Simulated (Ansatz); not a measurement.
One change: `O[SiH2]CCl` becomes `O[SiH2]CBr`.

Ansatz, PBE0-D4/def2-TZVP geometries, multiplicity 1. Each molecule was computed in one conformer, which needn't be the lowest.

Scalar relativity is left out up to krypton.

| property | `O[SiH2]CCl` |
| --- | --- |
| HOMO energy (ωB97M-V/def2-TZVPP) / eV | -10.43 |
| LUMO energy (PBE0/def2-TZVPP) / eV | -0.02 |
| HOMO energy (PBE0/def2-TZVPP) / eV | -8.17 |
| LUMO energy (ωB97M-V/def2-TZVPP) / eV | 1.79 |
| HOMO energy (B3LYP/def2-TZVPP) / eV | -7.94 |
| HOMO–LUMO gap (B3LYP/def2-TZVPP) / eV | 7.67 |

Problem. What does the change do to each property? (An estimate is asked.)

Solution. Computed: 
```tsv
property	`O[SiH2]CBr`	shift
HOMO energy (ωB97M-V/def2-TZVPP) / eV	-10.04	0.39
LUMO energy (PBE0/def2-TZVPP) / eV	-0.45	-0.43
HOMO energy (PBE0/def2-TZVPP) / eV	-7.80	0.37
LUMO energy (ωB97M-V/def2-TZVPP) / eV	1.37	-0.42
HOMO energy (B3LYP/def2-TZVPP) / eV	-7.56	0.38
HOMO–LUMO gap (B3LYP/def2-TZVPP) / eV	6.84	-0.83
```

With PBE0 the HOMO rises by 0.37 eV and the LUMO falls by 0.43 eV, so the gap narrows by about 0.80 eV. PBE moves the HOMO by 0.28 eV and ωB97M-V by 0.39 eV.

B3LYP here is the variant with VWN-RPA as its local correlation; programs differ in this.

Spin–orbit coupling is left out; it splits and shifts lone-pair levels of the heavy atoms by tenths of an eV.
